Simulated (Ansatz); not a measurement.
Potential energy surface of H2Ge, singlet: map of symmetric stretch and bend. Scanned: Ge-H bond length and H-Ge-H angle.

Cartesian coordinates as functions of the variables (Å; names that start with a are angles):
```
Ge  0  0  0
H  r*sin(a/2)  0  r*cos(a/2)
H  -r*sin(a/2)  0  r*cos(a/2)
```

Method: restricted B3LYP/cc-pVDZ in Ansatz (a program for electronic structure).

Energy in kJ/mol above the lowest grid point; x is the Ge-H bond length (Å), y the H-Ge-H angle (°).

| y \ x | 1.36 | 1.45 | 1.53 | 1.61 | 1.70 | 1.76 | 1.83 | 1.90 | 1.99 | 2.07 | 2.16 |
|---|---|---|---|---|---|---|---|---|---|---|---|
| 180 | 354.6 | 317.2 | 315.0 | 332.7 | 368.4 | 396.3 | 402.8 | 406.4 | 413.5 | 423.3 | 438.2 |
| 171.10 | 345.7 | 305.6 | 299.4 | 309.6 | 325.3 | 332.1 | 338.8 | 346.7 | 359.9 | 374.8 | 394.6 |
| 159.52 | 311.2 | 262.2 | 245.4 | 242.8 | 248.0 | 254.4 | 264.4 | 277.1 | 296.9 | 317.4 | 343.1 |
| 149.71 | 270.1 | 213.7 | 190.8 | 184.1 | 188.6 | 196.5 | 209.4 | 225.6 | 250.2 | 274.7 | 304.6 |
| 142.06 | 235.9 | 175.4 | 150.0 | 142.2 | 147.4 | 156.6 | 171.7 | 190.3 | 218.1 | 245.4 | 278.2 |
| 128.70 | 180.7 | 115.8 | 88.2 | 80.2 | 87.3 | 98.8 | 117.0 | 139.1 | 171.5 | 202.8 | 239.9 |
| 121.94 | 157.4 | 90.9 | 62.9 | 55.0 | 63.1 | 75.4 | 94.9 | 118.4 | 152.7 | 185.7 | 224.5 |
| 112.31 | 131.3 | 63.2 | 34.5 | 26.9 | 35.9 | 49.3 | 70.2 | 95.3 | 131.8 | 166.7 | 207.6 |
| 99.38 | 112.2 | 41.9 | 12.3 | 4.5 | 14.1 | 28.2 | 50.3 | 76.7 | 115.0 | 151.6 | 194.3 |
| 90.19 | 111.1 | 39.1 | 8.4 | 0.0 | 9.4 | 23.5 | 45.8 | 72.6 | 111.4 | 148.6 | 191.9 |
| 78.99 | 125.6 | 50.9 | 18.3 | 8.5 | 16.7 | 30.4 | 52.2 | 78.6 | 117.2 | 154.3 | 197.5 |
| 70 | 150.6 | 73.2 | 38.6 | 27.0 | 33.5 | 46.2 | 67.0 | 92.7 | 130.3 | 166.6 | 209.1 |

Points that lie below all their neighbours on the grid: x = 1.61, y = 90.19 (0.0 kJ/mol).
